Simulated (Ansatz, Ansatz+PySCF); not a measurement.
```yaml
atoms:
  - { symbol: O, position_ang: [0.0000, 0.0000, -1.7220] }
  - { symbol: Al, position_ang: [0.0000, 0.0000, 0.0000] }
  - { symbol: O, position_ang: [0.0000, 0.0000, 1.7220] }
```

Basis set: def2-SVP (spherical functions). Left uncorrelated: 7 orbitals. Correlation on ROHF uses semicanonical orbitals with singles. Charge 0, multiplicity 2.

Computed with Ansatz (development build ahead of 0.2.0); each method stands on the lowest determinant of its kind that the runs found.

(1) Give the atomization energy at this shape (free ground-state atoms in the same class of orbitals less the molecule, no zero-point energy) of doublet AlO2 by ROHF-MP2, UHF-MP2, UHF-CCSD(T), ROHF, UHF.

## Answers

(1)

```tsv
method	atomization energy
ROHF-MP2	8.51 eV
UHF-MP2	7.21 eV
UHF-CCSD(T)	7.84 eV
ROHF	3.98 eV
UHF	3.88 eV
```

Caution: the determinant may break the point group. Caution for UHF-MP2, UHF-CCSD(T), UHF: the unrestricted determinant is spin contaminated. Caution for UHF-CCSD(T): another reference gives a lower total.
